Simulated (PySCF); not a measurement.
# Bond lengths and vibrations by method: BH3N2Si

Calculated results; nothing here was measured. The program is PySCF 2.14.0, an open-source quantum chemistry code, run on an isolated molecule that a program drew, which may never have been made. The molecule is BH3N2Si (charge 0, singlet), drawn as the SMILES string `B=N[Si]N`.

The geometry was optimised and harmonic frequencies were computed with HF and MP2, all in the cc-pV(D+d)Z basis, for the commonest isotopes, with a restricted reference for singlets and an unrestricted one otherwise, and a frozen core in MP2. Each result is a local minimum of its method.

Geometry at the HF minimum:
```xyz
7
BH3N2Si, angstrom
B    -2.5292   -0.8494   -0.5867
N    -1.4521   -0.2408   -0.4412
Si    0.1424    0.3159   -0.0562
N     0.1062    1.8456   -0.8036
H    -3.5477   -1.4124   -0.7304
H    -0.6704    2.2331   -1.3073
H     0.8947    2.4637   -0.7779
```

Lengths of the bonds as drawn, in Å (atoms numbered as above):
```
bond,HF,MP2
B1-N2,1.246,1.274
N2-Si3,1.732,1.763
Si3-N4,1.703,1.716
B1-H5,1.173,1.181
N4-H6,1.004,1.020
N4-H7,1.002,1.018
```

Rotational constants, in GHz:
| constant | HF | MP2 |
|---|---|---|
| A | 20.27 | 19.29 |
| B | 3.895 | 3.834 |
| C | 3.267 | 3.198 |

Harmonic frequencies in cm^-1, each column in rising order, so a row needn't be the same motion in every method:
| rank | HF | MP2 |
|---|---|---|
| 1 | 151 | 135 |
| 2 | 165 | 150 |
| 3 | 369 | 338 |
| 4 | 506 | 477 |
| 5 | 578 | 581 |
| 6 | 678 | 623 |
| 7 | 817 | 702 |
| 8 | 836 | 728 |
| 9 | 843 | 778 |
| 10 | 901 | ? |
| 11 | 1677 | 1545 |
| 12 | 1952 | 1801 |
| 13 | 2983 | 2898 |
| 14 | 3767 | 3571 |
| 15 | 3876 | 3700 |

**Estimate the missing MP2 frequency from the HF column.**

A single factor s that minimises the squared misfit of MP2 against s times HF over the other rows is sum(HF x MP2) / sum(HF^2) = 0.9481, with an rms misfit of 39 cm^-1. For rank 10 it gives 0.9481 x 901 = 854 cm^-1. The calculation gives 868 cm^-1, 14 cm^-1 above the estimate. The drawn bonds are on average 1.4 % longer in MP2 than in HF.
